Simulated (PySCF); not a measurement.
Polarisability and C₆ of Re²⁺ (rhenium, charge +2)

[Xe] 4f14 5d5, high-spin 6S determinant. Computed with PySCF 2.14 in ANO-RCC-VTZP (8s7p5d3f2g1h, 104 functions), with the spin-free X2C one-electron Hamiltonian (Gaussian nucleus). Coupled (time-dependent) response in atomic units; α is the mean over directions. The basis has no added diffuse functions, which lowers α and C₆.

```json
{"method": "PBE0", "mean α (bohr³)": "10.28", "C₆ (like pair)": "60.07", "S(−4)": "48.69"}
```

S(−4) is the Cauchy moment in α(ω) = α(0) + S(−4) ω² + …

α(iu) at PBE0:

```csv
u (hartree),α(iu) (bohr³)
0,10.28
0.0500,10.16
0.100,9.825
0.200,8.798
0.300,7.710
0.500,6.080
0.750,4.856
1.00,4.048
1.50,2.946
2.00,2.218
3.00,1.369
5.00,0.6775
```

A single London oscillator, α(iu) = α/(1 + u²/ω²), gives C₆ = (3/4) ω α². Matching the computed C₆ needs ω = 4 × 60.07 / (3 × 10.28²) = 0.758 hartree.

For an ion, C₆ is the dispersion term alone; charge-induced terms of lower order in 1/R come first.

Spin-orbit coupling, which splits the p, d and f shells strongly at this Z, is absent.
